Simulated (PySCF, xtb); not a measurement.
Cl₃OSi, SMILES [O][Si](Cl)(Cl)Cl, multiplicity 2.

Harmonic wavenumbers (cm⁻¹) from GFN2-xTB in xtb at its own minimum, in rising order: 62, 63, 129, 181, 181, 323, 324, 352, 1230.

What does ωB97X-D3(BJ)/def2-SVP (PySCF 2.14.0) give at its own minimum? (An estimate is asked for; the answer gives what the named calculation found.)

108, 162, 227, 236, 239, 474, 656, 657, 900. Paired by order, the mean absolute difference is 164 cm⁻¹ and the zero-point energies are 4.1 and 5.2 kcal/mol.
